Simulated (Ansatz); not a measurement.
# Ligand exchange: BBr3 + CHBr2F → BBr2F + CHBr3

Species: BBr3 (boron tribromide) `BrB(Br)Br`, singlet; CHBr2F (dibromofluoromethane) `FC(Br)Br`, singlet; BBr2F (dibromofluoroborane) `FB(Br)Br`, singlet; CHBr3 (bromoform) `BrC(Br)Br`, singlet. The partners trade Br for F: B–Br and C–F bonds give way to B–F and C–Br.

Shapes, held fixed at every level: PBE0-D4/def2-TZVP. Programs: Ansatz 0.2.0. The zero-point and thermal change to 298 K, harmonic and unscaled (PBE0-D4/def2-TZVP), is -0.3 kJ/mol.

Problem. Estimate ΔH(298 K) of this reaction.

Solution. The highest level, CCSD(T)/def2-TZVPP, gives ΔH(298 K) = -73.6 kJ/mol; the levels span -77.5 to -63.5. The column of differences is taken from that level and isn't an error. No measured value is set beside it here. Relativity is left out for Br. Outer-core shells of Br are correlated, in sets that cover them unevenly.

```json
{"level": "HF/def2-SVP", "kind": "Hartree–Fock", "ΔH(298 K) (kJ/mol)": "-67.0", "less CCSD(T)/def2-TZVPP": "+6.6"}
{"level": "r2SCAN-D4/def2-TZVPP", "kind": "meta-GGA", "ΔH(298 K) (kJ/mol)": "-63.5", "less CCSD(T)/def2-TZVPP": "+10.1"}
{"level": "PBE0-D4/def2-TZVPP", "kind": "global hybrid", "ΔH(298 K) (kJ/mol)": "-63.7", "less CCSD(T)/def2-TZVPP": "+9.9"}
{"level": "r2SCAN0-D4/def2-TZVPP", "kind": "global hybrid", "ΔH(298 K) (kJ/mol)": "-65.6", "less CCSD(T)/def2-TZVPP": "+8.0"}
{"level": "wB97M-V/def2-TZVPP", "kind": "range-separated hybrid", "ΔH(298 K) (kJ/mol)": "-70.2", "less CCSD(T)/def2-TZVPP": "+3.4"}
{"level": "MP2/def2-TZVPP", "kind": "perturbation theory", "ΔH(298 K) (kJ/mol)": "-77.5", "less CCSD(T)/def2-TZVPP": "-3.9"}
{"level": "CCSD/def2-SVP", "kind": "coupled cluster or CI", "ΔH(298 K) (kJ/mol)": "-68.6", "less CCSD(T)/def2-TZVPP": "+5.0"}
{"level": "CCSD(T)/def2-TZVPP", "kind": "coupled cluster or CI", "ΔH(298 K) (kJ/mol)": "-73.6", "less CCSD(T)/def2-TZVPP": "0.0"}
```
